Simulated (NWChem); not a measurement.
The numbers come from NWChem runs, not from measurements. System: C2H6BO2, charge 0, spin multiplicity 2, displaced from the optimised geometry. The structure started from a generated list of species. Its SCF solution wasn't tested for a lower state. Level: ULDA (SVWN5)/def2-SVP.

Input file:

```
start mol
memory heap 200 mb stack 900 mb global 1100 mb
geometry units angstroms nocenter noautoz noautosym
  C      2.010262     0.545784     0.338980
  O      1.350287    -0.646642    -0.188545
  B     -0.015079    -0.752097    -0.309471
  O     -0.899202     0.252767     0.052132
  C     -2.335671     0.127085    -0.081019
  H      1.261674     1.342171     0.630346
  H      2.623350     0.256781     1.244838
  H      2.710163     0.958330    -0.448422
  H     -2.820280     0.250170     0.934848
  H     -2.723909     0.945310    -0.760548
  H     -2.631824    -0.878494    -0.510174
end
basis spherical
  * library def2-svp
end
dft
  xc slater vwn_5
  odft
  mult 2
  semidirect memsize 60000000 filesize 0
  iterations 100
  grid medium
end
task dft gradient
```

Output (cleaned and shortened):

```
             Northwest Computational Chemistry Package (NWChem) 7.3.0
             --------------------------------------------------------

                                NWChem Input Module
                                -------------------

 Scaling coordinates for geometry "geometry" by  1.889725989
 (inverse scale =  0.529177249)

                             Geometry "geometry" -> ""
                             -------------------------

 Output coordinates in angstroms (scale by  1.889725989 to convert to a.u.)

  No.       Tag          Charge          X              Y              Z
 ---- ---------------- ---------- -------------- -------------- --------------
    1 C                    6.0000     2.01026200     0.54578400     0.33898000
    2 O                    8.0000     1.35028700    -0.64664200    -0.18854500
    3 B                    5.0000    -0.01507900    -0.75209700    -0.30947100
    4 O                    8.0000    -0.89920200     0.25276700     0.05213200
    5 C                    6.0000    -2.33567100     0.12708500    -0.08101900
    6 H                    1.0000     1.26167400     1.34217100     0.63034600
    7 H                    1.0000     2.62335000     0.25678100     1.24483800
    8 H                    1.0000     2.71016300     0.95833000    -0.44842200
    9 H                    1.0000    -2.82028000     0.25017000     0.93484800
   10 H                    1.0000    -2.72390900     0.94531000    -0.76054800
   11 H                    1.0000    -2.63182400    -0.87849400    -0.51017400

 Effective nuclear repulsion energy (a.u.)     159.6536043626

            Nuclear Dipole moment (a.u.)
            ----------------------------
        X                 Y               Z
 ---------------- ---------------- ----------------
     0.0000094486    -0.0000056692    -0.0000094486


 Summary of "ao basis" -> "" (spherical)
 ------------------------------------------------------------------------------
       Tag                 Description            Shells   Functions and Types
 ---------------- ------------------------------  ------  ---------------------
 *                          def2-svp                  on all atoms

                                 NWChem DFT Module
                                 -----------------

 Summary of "ao basis" -> "ao basis" (spherical)
 ------------------------------------------------------------------------------
       Tag                 Description            Shells   Functions and Types
 ---------------- ------------------------------  ------  ---------------------
 C                          def2-svp                 6       14   3s2p1d
 O                          def2-svp                 6       14   3s2p1d
 B                          def2-svp                 6       14   3s2p1d
 H                          def2-svp                 3        5   2s1p

 Summary of "ao basis" -> "ao basis" (spherical)
 ------------------------------------------------------------------------------
       Tag                 Description            Shells   Functions and Types
 ---------------- ------------------------------  ------  ---------------------
 C                          def2-svp                 6       14   3s2p1d
 O                          def2-svp                 6       14   3s2p1d
 B                          def2-svp                 6       14   3s2p1d
 H                          def2-svp                 3        5   2s1p

            General Information
            -------------------
          SCF calculation type: DFT
          Wavefunction type:  spin polarized.
          No. of atoms     :    11
          No. of electrons :    39
           Alpha electrons :    20
            Beta electrons :    19
          Charge           :     0
          Spin multiplicity:     2
          Use of symmetry is: off; symmetry adaption is: off
          Maximum number of iterations: 100
          AO basis - number of functions:   100
                     number of shells:    48
          Convergence on energy requested:  1.00D-06
          Convergence on density requested:  1.00D-05
          Convergence on gradient requested:  5.00D-04

              XC Information
              --------------
                        Slater Exchange Functional  1.000 local
                      VWN V Correlation Functional  1.000 local

             Grid Information
             ----------------
          Grid used for XC integration:  medium
          Radial quadrature: Mura-Knowles
          Angular quadrature: Lebedev.
          Tag              B.-S. Rad. Rad. Pts. Rad. Cut. Ang. Pts.
          ---              ---------- --------- --------- ---------
          C                   0.70       49          12.0       434
          O                   0.60       49          11.0       434
          B                   0.85       49          10.0       434
          H                   0.35       45          13.0       434
          Grid pruning is: on
          Number of quadrature shells:   515
          Spatial weights used:  Erf1

          Convergence Information
          -----------------------
          Convergence aids based upon iterative change in
          total energy or number of iterations.
          Levelshifting, if invoked, occurs when the
          HOMO/LUMO gap drops below (HL_TOL):  1.00D-02
          DIIS, if invoked, will attempt to extrapolate
          using up to (NFOCK): 10 stored Fock matrices.

                    Damping( 0%)  Levelshifting(0.5)       DIIS
                  --------------- ------------------- ---------------
          dE  on:    start            ASAP                start
[...]
    23      0.295014   2 O  pz               51     -0.276752   4 O  pz
    19     -0.163977   2 O  py               47      0.153055   4 O  py
    81      0.141833   8 H  s                76     -0.141009   7 H  s
    86      0.141316   9 H  s                91     -0.141358  10 H  s

 Vector   20  Occ=0.000000D+00  E=-9.056792D-02
              MO Center= -2.1D-01, -1.1D+00, -4.6D-01, r^2= 2.3D+00
   Bfn.  Coefficient  Atom+Function         Bfn.  Coefficient  Atom+Function
  ----- ------------  ---------------      ----- ------------  ---------------
    31      0.633831   3 B  s                33      0.356535   3 B  py
    17     -0.262533   2 O  s                30      0.239448   3 B  s
    59     -0.220886   5 C  s                36     -0.195980   3 B  py
    47      0.187571   4 O  py               97      0.175731  11 H  s
    35     -0.160822   3 B  px               34      0.153297   3 B  pz

 Vector   21  Occ=0.000000D+00  E= 1.622350D-02
              MO Center=  2.5D-02, -6.5D-01, -2.7D-01, r^2= 2.7D+00
   Bfn.  Coefficient  Atom+Function         Bfn.  Coefficient  Atom+Function
  ----- ------------  ---------------      ----- ------------  ---------------
    37     -0.577728   3 B  pz               34      0.525394   3 B  pz
    20      0.255052   2 O  pz               51      0.252343   4 O  pz
    23      0.250144   2 O  pz               48      0.250009   4 O  pz
    36      0.236676   3 B  py               33     -0.215239   3 B  py
    82      0.203731   8 H  s                77     -0.200425   7 H  s

 Vector   22  Occ=0.000000D+00  E= 4.026689D-02
              MO Center=  7.9D-01,  6.6D-01,  3.1D-01, r^2= 7.5D+00
   Bfn.  Coefficient  Atom+Function         Bfn.  Coefficient  Atom+Function
  ----- ------------  ---------------      ----- ------------  ---------------
     3      1.807644   1 C  s                77     -0.855192   7 H  s
    82     -0.856584   8 H  s                72     -0.823348   6 H  s
    45      0.577403   4 O  s                63     -0.505635   5 C  px
    59      0.427283   5 C  s                31     -0.411829   3 B  s
    87     -0.404133   9 H  s                92     -0.403004  10 H  s

   alpha - beta orbital overlaps
   -----------------------------

   alpha      1      2      3      4      5      6      7      8      9     10
    beta      1      2      3      4      5      6      7      8      9     10
 overlap   1.000  1.000  1.000  1.000  1.000  0.999  0.999  0.996  0.996  0.999

   alpha     11     12     13     14     15     16     17     18     19     20
    beta     11     12     13     14     15     16     17     18     19     20
 overlap   0.999  0.997  0.999  1.000  1.000  0.707  0.718  0.986  1.000  0.988

   alpha     21     22     23     24     25     26     27     28     29     30
    beta     21     22     23     24     25     26     28     27     29     30
 overlap   0.998  0.982  0.983  0.993  0.992  0.999  0.981  0.991  0.994  0.983

   alpha     31     32     33     34     35     36     37     38     39     40
    beta     31     32     33     34     35     36     37     38     39     40
 overlap   0.980  0.999  0.985  0.996  0.985  1.000  0.925  0.912  0.999  0.893

   alpha     41     42     43     44     45     46     47     48     49     50
    beta     41     42     43     44     45     46     47     48     49     51
 overlap   0.891  1.000  0.981  0.980  0.998  1.000  0.998  0.999  1.000  0.997

   alpha     51     52     53     54     55     56     57     58     59     60
    beta     50     52     53     54     55     56     57     58     60     59
 overlap   0.999  0.992  1.000  0.835  0.839  0.992  0.973  0.967  0.751  0.752

   alpha     61     62     63     64     65     66     67     68     69     70
    beta     61     62     63     66     64     65     67     68     69     70
 overlap   0.984  0.988  0.996  0.987  1.000  0.990  0.993  0.986  0.999  1.000

   alpha     71     72     73     74     75     76     77     78     79     80
    beta     71     72     73     74     75     76     77     78     79     80
 overlap   0.987  0.957  0.965  0.988  1.000  1.000  1.000  1.000  0.975  0.975

   alpha     81     82     83     84     85     86     87     88     89     90
    beta     81     82     83     84     85     86     87     88     89     90
 overlap   1.000  1.000  1.000  1.000  1.000  1.000  1.000  1.000  0.999  1.000

   alpha     91     92     93     94     95     96     97     98     99    100
    beta     91     92     93     94     95     96     97     98     99    100
 overlap   1.000  0.999  1.000  1.000  1.000  1.000  1.000  1.000  1.000  1.000

     --------------------------
     Expectation value of S2:
     --------------------------
      <S2> =      0.7523 (Exact =     0.7500)

 center of mass
 --------------
 x =   0.04012360 y =  -0.09336283 z =  -0.03606374

 moments of inertia (a.u.)
 ------------------
         103.793226797722          13.458738360401         -33.421289413692
          13.458738360401         719.317268189881         -26.624201051103
         -33.421289413692         -26.624201051103         773.198303062278

     Multipole analysis of the density
     ---------------------------------

     L   x y z        total         alpha         beta         nuclear
     -   - - -        -----         -----         ----         -------
     0   0 0 0     -0.000000    -20.000000    -19.000000     39.000000

     1   1 0 0     -0.334572      0.044047     -0.378629      0.000009
     1   0 1 0      0.655247      1.428577     -0.773325     -0.000006
     1   0 0 1      0.250114      0.588751     -0.338628     -0.000009

     2   2 0 0    -17.752043   -217.384287   -215.160631    414.792874
     2   1 1 0      1.670647      0.086948      1.401536      0.182163
     2   1 0 1      0.960735    -11.340713    -10.764374     23.065822
     2   0 2 0    -24.496202    -39.112561    -32.101854     46.718213
     2   0 1 1     -0.698164     -8.628572     -6.324845     14.255253
     2   0 0 2    -22.794405    -22.271675    -19.715479     19.192749

            General Information
            -------------------
          SCF calculation type: DFT
          Wavefunction type:  spin polarized.
          No. of atoms     :    11
          No. of electrons :    39
           Alpha electrons :    20
            Beta electrons :    19
          Charge           :     0
          Spin multiplicity:     2
          Use of symmetry is: off; symmetry adaption is: off
          Maximum number of iterations: 100
          AO basis - number of functions:   100
                     number of shells:    48
          Convergence on energy requested:  1.00D-06
          Convergence on density requested:  1.00D-05
          Convergence on gradient requested:  5.00D-04

              XC Information
              --------------
                        Slater Exchange Functional  1.000 local
                      VWN V Correlation Functional  1.000 local

             Grid Information
             ----------------
          Grid used for XC integration:  medium
          Radial quadrature: Mura-Knowles
          Angular quadrature: Lebedev.
          Tag              B.-S. Rad. Rad. Pts. Rad. Cut. Ang. Pts.
          ---              ---------- --------- --------- ---------
          C                   0.70       49          12.0       434
          O                   0.60       49          11.0       434
          B                   0.85       49          10.0       434
          H                   0.35       45          13.0       434
          Grid pruning is: on
          Number of quadrature shells:   515
          Spatial weights used:  Erf1

          Convergence Information
          -----------------------
          Convergence aids based upon iterative change in
          total energy or number of iterations.
          Levelshifting, if invoked, occurs when the
          HOMO/LUMO gap drops below (HL_TOL):  1.00D-02
          DIIS, if invoked, will attempt to extrapolate
          using up to (NFOCK): 10 stored Fock matrices.

                    Damping( 0%)  Levelshifting(0.5)       DIIS
                  --------------- ------------------- ---------------
          dE  on:    start            ASAP                start
          dE off:    2 iters        100 iters           100 iters

      Screening Tolerance Information
      -------------------------------
          Density screening/tol_rho:  1.00D-10
          AO Gaussian exp screening on grid/accAOfunc:  14
          CD Gaussian exp screening on grid/accCDfunc:  20
          XC Gaussian exp screening on grid/accXCfunc:  20
          Schwarz screening/accCoul:  1.00D-08

                            NWChem DFT Gradient Module
                            --------------------------

  charge          =   0.00
  wavefunction    = open shell

                         DFT ENERGY GRADIENTS

    atom               coordinates                        gradient
                 x          y          z           x          y          z
   1 C       3.798844   1.031382   0.640579    0.007101   0.011139   0.004999
   2 O       2.551672  -1.221976  -0.356298    0.021311  -0.020308  -0.007155
   3 B      -0.028495  -1.421257  -0.584815   -0.011247  -0.025645  -0.011129
   4 O      -1.699245   0.477660   0.098515    0.005488   0.023354   0.009872
   5 C      -4.413778   0.240156  -0.153104   -0.015571  -0.000913  -0.001262
   6 H       2.384218   2.536335   1.191181   -0.005921   0.009375   0.003587
   7 H       4.957413   0.485246   2.352403    0.007247  -0.002139   0.010176
   8 H       5.121465   1.810981  -0.847395    0.008174   0.005405  -0.008033
   9 H      -5.329556   0.472753   1.766607   -0.006491   0.001302   0.010810
  10 H      -5.147442   1.786377  -1.437227   -0.005459   0.008753  -0.007367
  11 H      -4.973426  -1.660113  -0.964089   -0.004632  -0.010322  -0.004497

                 ----------------------------------------
                 |  Time  |  1-e(secs)   |  2-e(secs)   |
                 ----------------------------------------
                 |  CPU   |       0.01   |       1.51   |
                 ----------------------------------------
                 |  WALL  |       0.01   |       1.51   |
                 ----------------------------------------

 Task  times  cpu:        5.0s     wall:        5.0s

 Total times  cpu:        5.1s     wall:        5.1s
```
